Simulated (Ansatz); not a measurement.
C₂H₈N₂, triplet, at the geometry of the source list (a higher spin typed on purpose: for a closed-shell molecule this is an excited state). Base run: HF/6-31G* run with Ansatz (a program for electronic structure).

Ansatz was given this input:
Ansatz 0.2 input:
```yaml
crystal:
  periodic: [false, false, false]
  atoms:
    - {symbol: N, position_ang: [1.81950000, 0.32830000, -0.22850000]}
    - {symbol: C, position_ang: [0.58870000, 0.06660000, 0.49630000]}
    - {symbol: C, position_ang: [-0.52930000, -0.28720000, -0.48430000]}
    - {symbol: N, position_ang: [-1.74500000, -0.60500000, 0.24350000]}
    - {symbol: H, position_ang: [2.57600000, 0.52730000, 0.41560000]}
    - {symbol: H, position_ang: [1.70680000, 1.13510000, -0.83450000]}
    - {symbol: H, position_ang: [0.25620000, 0.91600000, 1.12030000]}
    - {symbol: H, position_ang: [0.75780000, -0.78560000, 1.15790000]}
    - {symbol: H, position_ang: [-0.23140000, -1.17120000, -1.05210000]}
    - {symbol: H, position_ang: [-0.64970000, 0.54680000, -1.19940000]}
    - {symbol: H, position_ang: [-2.48190000, -0.87720000, -0.39670000]}
    - {symbol: H, position_ang: [-2.06750000, 0.20610000, 0.76200000]}
basis:
  gaussian:
    orbitals: 6-31G*
hamiltonian:
  xc: hf
magnetization: {spin_polarized: true, initial_magnetization: 2}
```

Each row names what was changed in the base input (with any setting that the change needs).

```json
[
 {"change": "base", "ΔE vs base (mEh)": "0.000"},
 {"change": "lower_state_search = full", "ΔE vs base (mEh)": "0.000"},
 {"change": "forces = on", "ΔE vs base (mEh)": "0.000"},
 {"change": "nuclear_model = gaussian", "ΔE vs base (mEh)": "0.020"},
 {"change": "fitting.mean_field = cc-pVTZ-JKFIT", "ΔE vs base (mEh)": "0.031"},
 {"change": "accuracy = high", "ΔE vs base (mEh)": "-0.004"},
 {"change": "point_charge = charge:0.5 position_ang:-2.5718, 0.6391, -5.0037", "ΔE vs base (mEh)": "-0.968"},
 {"change": "lower_state_search = light", "ΔE vs base (mEh)": "0.000"},
 {"change": "fitting.mean_field = def2-universal-JKFIT", "ΔE vs base (mEh)": "0.054"},
 {"change": "lower_state_search = off", "ΔE vs base (mEh)": "0.013"},
 {"change": "point_charge = charge:1.0 position_ang:1.1817, -3.0576, 4.6167", "ΔE vs base (mEh)": "-3.388"}
]
```
